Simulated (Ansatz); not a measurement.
# CrF: state-averaged CASSCF

Calculated in Ansatz's Gaussian-basis code. State-averaged CASSCF with equal weights; occupations are averaged over the states; levels count from the state that is lowest in CASSCF. Small basis; these aren't basis-limit values. Solutions may break the symmetry of the shape. The lowest solution met needn't be the lowest there is, nor hold the orbitals that a chemist would pick. CASSCF levels without dynamic correlation can be off by over 1 eV. The average may hold one member of a degenerate pair alone.

Geometry: bond length 1.7840 Å.

Basis def2-SVP, nonrelativistic, 6 orbitals frozen in the corrections; active space CAS(11,9). Averaged: 2 sextets.

CASSCF levels: sextet 0.00, sextet 0.69 eV.

Q: How does SC-NEVPT2 move them?

A: sextet 0.00, sextet 0.78 eV, in the same order of listing. The lowest state stays.

Geometry: bond length 2.6760 Å. A bond is stretched, to 1.37 times the sum of the covalent radii.

Basis def2-SVP, nonrelativistic, 6 orbitals frozen in the corrections; active space CAS(11,9). Averaged: 2 sextets.

CASSCF levels: sextet 0.00, sextet 0.15 eV.

Q: How does SC-NEVPT2 move them?

A: sextet 0.00, sextet 0.20 eV, in the same order of listing. The lowest state stays.
